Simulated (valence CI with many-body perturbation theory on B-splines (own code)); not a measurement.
Values are calculated unless marked as measured or tabulated.
## Level structure of Tm⁶⁴⁺

Method: configuration interaction combined with many-body perturbation theory (CI+MBPT): three valence electrons over a frozen Dirac-Fock core [He], radial functions for each j: 9 s, 9 p, 8 d, 6 f, 3 g, 1 h, with the one-electron correlation potential Σ1, the two-electron term Σ2, the three-electron term Σ3, Breit, model QED; selected CI, second order for the rest, scaled by the run's own slope (own B-spline code, finite nucleus).

No measured spectrum was set against this ion. As an estimate, large intervals hold to a few tenths of a per cent, small ones and those within an open d or f shell to about a per cent.

Levels 1 to 42 of 42, with energies above the lowest level, (2s^2 2p1/2) J=1/2. "Leading %" is the weight of the configuration and term that name the level; weights of strongly mixed levels are sums over their largest components and can fall short, so below about 35 % the name and the second component can differ from the true leading terms, or belong to a minority configuration. In the jj column 3d3/2^4 stands for four electrons in 3d with j = 3/2.

```tsv
No.	Configuration	Term	J	E (× 10³ cm⁻¹)	Leading %	Leading jj	Second component
1	2s²2p	²P°	1/2	0.00	100	2s^2 2p1/2 (100 %)	
2	2s2p²	⁴P	1/2	1942.1	51	2s 2p1/2^2 (100 %)	31 % 2s2p² ²S
3	2s²2p	²P°	3/2	8587.2	99	2s^2 2p3/2 (99 %)	
4	2s2p²	⁴P	3/2	9949.6	90	2s 2p1/2 2p3/2 (100 %)	7 % 2s2p² ²D
5	2s2p²	²D	5/2	10264	62	2s 2p1/2 2p3/2 (100 %)	38 % 2s2p² ⁴P
6	2s2p²	²P	1/2	10796	69	2s 2p1/2 2p3/2 (99 %)	31 % 2s2p² ⁴P
7	2s2p²	²D	3/2	10812	62	2s 2p1/2 2p3/2 (100 %)	37 % 2s2p² ²P
8	2p³	²P°	3/2	12838	48	2p1/2^2 2p3/2 (99 %)	27 % 2p³ ²D°
9	2s2p²	⁴P	5/2	18681	62	2s 2p3/2^2 (100 %)	38 % 2s2p² ²D
10	2s2p²	²S	1/2	19487	68	2s 2p3/2^2 (100 %)	19 % 2s2p² ⁴P
11	2s2p²	²P	3/2	19493	60	2s 2p3/2^2 (100 %)	31 % 2s2p² ²D
12	2p³	⁴S°	3/2	21063	55	2p1/2 2p3/2^2 (100 %)	45 % 2p³ ²D°
13	2p³	²D°	5/2	21244	100	2p1/2 2p3/2^2 (100 %)	
14	2p³	²P°	1/2	21667	100	2p1/2 2p3/2^2 (100 %)	
15	2p³	²P°	3/2	29976	52	2p3/2^3 (100 %)	28 % 2p³ ²D°
16	2s²3s	²S	1/2	72863	98	2s^2 3s (98 %)	
17	2s²3p	²P°	1/2	73512	96	2s^2 3p1/2 (96 %)	
18	2s2p3s	⁴P°	1/2	74161	85	2s 2p1/2 3s (98 %)	13 % 2s2p3s ²P°
19	2s2p3s	⁴P°	3/2	74370	59	2s 2p1/2 3s (99 %)	40 % 2s2p3s ²P°
20	2s2p3s	²P°	1/2	74596	94	2s 2p1/2 3s (99 %)	4 % 2s2p3s ⁴P°
21	2s2p3p	⁴D	1/2	74708	72	2s 2p1/2 3p1/2 (100 %)	20 % 2s2p3p ²P
22	2s2p3p	⁴D	3/2	74925	40	2s 2p1/2 3p1/2 (99 %)	33 % 2s2p3p ²D
23	2s2p3p	⁴P	1/2	75253	46	2s 2p1/2 3p1/2 (99 %)	30 % 2s2p3p ²S
24	2s²3p	²P°	3/2	76051	98	2s^2 3p3/2 (98 %)	
25	2s²3d	²D	3/2	76493	98	2s^2 3d3/2 (98 %)	
26	2p²3s	⁴P	1/2	76496	44	2p1/2^2 3s (94 %)	29 % 2p²3s ²S
27	2p²3p	²P°	1/2	77020	45	2p1/2^2 3p1/2 (96 %)	37 % 2p²3p ⁴D°
28	2s²3d	²D	5/2	77176	95	2s^2 3d5/2 (95 %)	
29	2s2p3p	⁴P	3/2	77335	31	2s 2p1/2 3p3/2 (100 %)	27 % 2s2p3p ⁴D
30	2s2p3p	⁴D	5/2	77585	42	2s 2p1/2 3p3/2 (96 %)	38 % 2s2p3p ²D
31	2s2p3p	²D	3/2	77606	43	2s 2p1/2 3p3/2 (100 %)	23 % 2s2p3p ²P
32	2s2p3p	²P	1/2	77655	43	2s 2p1/2 3p3/2 (96 %)	18 % 2s2p3p ²S
33	2s2p3d	⁴F°	3/2	77682	70	2s 2p1/2 3d3/2 (100 %)	13 % 2s2p3d ²D°
34	2s2p3d	⁴F°	5/2	77918	43	2s 2p1/2 3d3/2 (98 %)	31 % 2s2p3d ²F°
35	2s2p3d	²P°	3/2	78059	30	2s 2p1/2 3d3/2 (98 %)	24 % 2s2p3d ⁴D°
36	2s2p3d	⁴D°	1/2	78096	53	2s 2p1/2 3d3/2 (98 %)	39 % 2s2p3d ²P°
37	2s2p3d	⁴P°	5/2	78461	34	2s 2p1/2 3d5/2 (99 %)	30 % 2s2p3d ⁴D°
38	2s2p3d	²F°	7/2	78682	39	2s 2p1/2 3d5/2 (100 %)	37 % 2s2p3d ⁴F°
39	2s2p3d	²F°	5/2	78774	48	2s 2p1/2 3d5/2 (99 %)	24 % 2s2p3d ²D°
40	2s2p3d	²P°	3/2	78779	39	2s 2p1/2 3d5/2 (96 %)	33 % 2s2p3d ²D°
41	2p²3p	²P°	3/2	79682	34	2p1/2^2 3p3/2 (96 %)	20 % 2p²3p ⁴D°
42	2p²3d	²D	3/2	80007	42	2p1/2^2 3d3/2 (98 %)	32 % 2p²3d ⁴F
```

The ionisation energy to 2s² ¹S0 of the next ion comes out as 16030 eV (NIST: 16036 ± 24 eV (theoretical)). All 42 levels together are meant to be complete up to 80710 × 10³ cm⁻¹.
